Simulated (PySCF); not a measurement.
# Electronic absorption of C3H4FN3

Species: C3H4FN3.
SMILES: `Cn1ncc(F)n1`

Theory: TDDFT PBE0/def2-SVPD, vertical, gas phase, core orbitals frozen in the response in PySCF 2.14.0, density-fitted response routines. Geometry: GFN2-xTB; no solvent, vibrations or thermal averaging.

| state | E (eV) | λ (nm) | ν̃ (cm⁻¹) | f | \|μ\| (D) | main configurations (H = HOMO, L = LUMO) |
| --- | --- | --- | --- | --- | --- | --- |
| S1 | 6.44 | 192.5 | 51960 | 0.060 | 1.57 | H-2→L (66%), H→L (31%) |
| S2 | 6.45 | 192.2 | 52030 | 0.120 | 2.22 | H→L (62%), H-2→L (33%) |
| S3 | 7.32 | 169.5 | 59000 | 0.032 | 1.07 | H→L+1 (93%) |
| S4 | 7.56 | 163.9 | 61000 | 0.0083 | 0.54 | H-3→L (94%) |
| S5 | 7.61 | 162.9 | 61390 | 0.037 | 1.13 | H-1→L (76%), H→L+3 (17%) |
| S6 | 7.82 | 158.6 | 63060 | 0.0007 | 0.15 | H→L+2 (89%) |
| S7 | 8.26 | 150.1 | 66620 | 0.0027 | 0.29 | H→L+4 (62%), H-1→L+1 (30%) |
| S8 | 8.34 | 148.6 | 67300 | 0.0023 | 0.27 | H-1→L+1 (63%), H→L+4 (30%) |

Triplets, Tamm–Dancoff:

| state | E (eV) | λ (nm) | main configurations (H = HOMO, L = LUMO) |
| --- | --- | --- | --- |
| T1 | 4.75 | 260.9 | H→L (96%) |
| T2 | 5.16 | 240.3 | H-1→L (88%) |
| T3 | 5.55 | 223.5 | H-2→L (96%) |

The lowest singlet level (S1/S2) comes at 192 nm (622 kJ/mol) in the vacuum ultraviolet; it is strong. The lowest level is also the most intense of those listed (f = 0.180 summed). S1/S2 lie within about 0.01 eV of each other. Löwdin shares by element: HOMO carbon 43% or more, nitrogen 24% or more, fluorine 11% (atoms not listed hold the other 22%); LUMO nitrogen 70%, carbon 12% or more (atoms not listed hold the other 18%). Weighted by f, the mean energy of these states is 6.79 eV. The oscillator strengths of these states sum to 0.263; summed over the whole spectrum of an exact calculation they would give the number of electrons, 52 (Thomas–Reiche–Kuhn). The listed states span 1.90 eV, and the widest gap between neighbours is 0.86 eV (S2 to S3). No computed singlet lies in the visible range (380 to 750 nm); the lowest, at 192 nm, stands 3.18 eV above its violet end (3.26 eV). Orbitals of the list HOMO-3 to LUMO+2 that lie within 0.01 eV of each other are written together with a slash and their weights summed (≥ marks a lower bound); for degenerate orbitals outside that list single weights are arbitrary. Singlets were solved by full linear response, triplets in the Tamm–Dancoff approximation.
